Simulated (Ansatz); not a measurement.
A calculation with Ansatz (development build ahead of 0.2.0).

```yaml
crystal:
  periodic: [false, false, false]
  atoms:
    - { symbol: Be, position_ang: [0.0, 0.0, 0.0] }
    - { symbol: S, position_ang: [0.0, 0.0, 1.8291] }
basis:
  gaussian: { orbitals: def2-SVP }
magnetization:
  spin_polarized: true
hamiltonian:
  xc: hf
correlation:
  method: mp2
  frozen_orbitals: { Be: 0, S: 5 }
scf:
  omitted_lower_state_checks: [stability, starts, atomic_configurations, cluster_reference, orbital_swaps, given_window_search, neighbouring_geometries, increment]
```

The input is written out in the form of the current development build from the run's settings.

Results

| Property | Result |
| --- | --- |
| Converged | yes |
| Reference energy | -411.97364 hartree |
| Correlation energy | -0.15719 hartree |
| Total energy | -412.13084 hartree |
| Spin squared of the determinant | 0.000 |
| Occupied orbitals by symmetry in an Abelian subgroup (alpha; beta) | 6 A1 2 B1 2 B2; 6 A1 2 B1 2 B2 |

Messages of the program:
```
mean field -11210.37396957 eV, -411.9736447172 hartree, gradient 5.3e-6 eV, S^2 0.000000; 0 other ends of a descent, 0 dependent functions left out
```

The reference isn't the lowest determinant (another lies 0.47 eV lower), but the same method gives a higher total on the lower determinant.
